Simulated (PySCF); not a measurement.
**Broadened absorption spectrum of C7H8F2**

C₇H₈F₂.
SMILES: `C=CC1=C(C(F)F)CC1`

Theory: TDDFT wB97X-D/def2-SVPD, vertical, gas phase, core orbitals frozen in the response in PySCF 2.14.0, density-fitted response routines. One conformer (not necessarily the lowest) at the GFN2-xTB geometry, without solvent, vibrations or thermal averaging. Torsions of this conformer, `[CH2:1]=[CH:2][C:3]1=[C:4]([CH:5]([F:6])[F:7])[CH2:8][CH2:9]1`: C1–C2–C3–C4 180°, C3–C4–C5–F6 -115°.

Each state is given a Gaussian of 0.5 eV full width at half maximum, with ε(max) = 2.175×10⁸ f / Δν̃ (Δν̃ the width in cm⁻¹). The width is an assumption, not a result. The curve ends short of the highest state used, and states not computed would add to its high-energy end.

λ (nm), ε (L mol⁻¹ cm⁻¹) and a bar:
```
    171.6       1361 #
    175.4       1104 #
    179.3        868 #
    183.1        558 
    187.0        294 
    190.8        157 
    194.7         96 
    198.5        143 
    202.3        597 
    206.2       2404 ##
    210.0       6930 ######
    213.9      15282 #############
    217.7      25427 #####################
    221.6      33661 ############################
    225.4      35758 ##############################
    229.2      31424 ##########################
    233.1      23034 ###################
    236.9      14553 ############
    240.8       7860 #######
    244.6       3797 ###
    248.5       1600 #
    252.3        622 
    256.1        220 
    260.0         70
```

(1) Locate the maxima and give the states behind the curve.

(2) On this curve, what absorbance would a 10⁻³ mol/L sample give at 222 nm over a 1 cm path?

## Answers

(1) 225 nm (5.52 eV), ε about 36000, made up of S1 (100%) (ε in L mol⁻¹ cm⁻¹; maxima over ε = 5, shares over 10%). At its high-energy end, 7.23 eV, the curve is still rising (ε about 1400, from S3, S5 and S6). The states used: S1 5.52 eV (f 0.665); S2 6.53 eV (f 0.0018); S3 6.97 eV (f 0.014); S4 7.18 eV (f 0.0014); S5 7.37 eV (f 0.015); S6 7.53 eV (f 0.0092); S7 7.68 eV (f 0.013); S8 7.83 eV (f 0.033).

(2) 222 nm is 5.585 eV, where ε is about 34000 L mol⁻¹ cm⁻¹, so A = ε c l ≈ 34 (Beer–Lambert, with the gas-phase spectrum and the assumed width).
